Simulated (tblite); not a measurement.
Compound: C2H8N2Si2.
Z-matrix (Å and degrees, GFN2-xTB geometry), rows numbered from 1:
```
C 
C   1  1.3286
N   2  1.3651  1  125.35
Si  3  1.7525  2  131.73  1   179.77
N   4  1.7373  3   82.78  2   179.85
Si  5  1.7420  4   97.87  3     0.01
H   1  1.0739  2  121.44  3   179.92
H   1  1.0765  2  121.01  3    -0.00
H   2  1.0849  1  120.44  3  -179.97
H   4  1.4605  3  113.55  2    65.77
H   4  1.4603  3  113.52  2   -66.04
H   5  1.0023  4  131.18  3  -179.92
H   6  1.4594  3  114.03  2    66.81
H   6  1.4595  3  113.97  2   -66.65
```

Calculated harmonic vibrations of the isolated species, GFN2-xTB (tblite), most abundant isotopes, no scaling. The method is semi-empirical: single wavenumbers can be off by several per cent or more. Modes of hydrogen on silicon can be 10 to 20 % off. One conformer, not necessarily the lowest.

Harmonic wavenumbers (cm⁻¹): 102.3, 133.9, 171.1, 208.9, 324.5, 382.8, 437.4, 454.1, 458.3, 522.9, 548.8, 565.5, 588.3, 656.7, 706.9, 778.4, 786.3, 788.3, 800.0, 873.9, 893.8, 993.3, 1046.5, 1090.4, 1300.1, 1305.0, 1417.3, 1696.0, 2245.4, 2259.3, 2282.0, 2289.9, 3014.3, 3108.3, 3148.1, 3534.2.

A = 4056, B = 1999, C = 1383 MHz; mass 116.023 u (most abundant isotopes); point group Cs, symmetry number 1.

Q: Zero-point energy?

A: ½Σν̃ = 20957 cm⁻¹ = 250.70 kJ/mol.

Q: Entropy at 273.15 K, 1 bar (ideal gas, RRHO, classical rotation)?

A: Translation 166.32, rotation 115.02, vibration 73.47: S = 354.8 J/(mol K).

Q: And Cp and H(273.15 K) − H(0)?

A: Cp = 133.57 J/(mol K), of which vibrations give 100.31 (their classical limit is 36 R = 299.3); H(273.15 K) − H(0) = 21.21 kJ/mol without the zero-point energy, 12.13 from vibrations.

Q: What must be added to the electronic energy to get the Gibbs energy at 273.15 K and 1 bar?

A: ZPE + [H(273.15 K) − H(0)] − T·S = 250.70 + 21.21 − 96.92 = 174.99 kJ/mol.

Q: How do the functions run with temperature in this model?

A: 
```
 T (K)  S (J/(mol K))  Cp (J/(mol K))  H − H(0) (kJ/mol)  G − H(0) (kJ/mol)  ln q(vib)
   150          291.7            81.2               7.92             -35.83       1.29
   250          343.4           124.4              18.23             -67.62       3.05
298.15          366.9           142.9              24.67             -84.72       3.99
   400          413.6           174.8              40.93            -124.51       6.07
   600          493.2           217.1              80.47            -215.44      10.20
   900          589.1           255.4             151.85            -378.37      15.96
```

q(vib) and H(0) count from the zero-point level.

Q: Blend soft modes into free rotors: weight 1/[1 + (100 cm⁻¹/ν̃)⁴] for the oscillator and the rest for a rotor with moment μB/(μ + B), μ = h/(8π²ν), B = 10⁻⁴⁴ kg m². What vibrational entropy results?

A: 72.32 J/(mol K) in place of 73.47, which changes −T·S at 273.15 K by +0.31 kJ/mol.

Hindered rotation and anharmonicity are outside this model. Other conformers, if any are populated, would add a mixing term that is left out.

Hardware: Arm Neoverse V1, one thread, shared host. Cost: 0.44 s of wall time. The figure is for the frequency step alone.
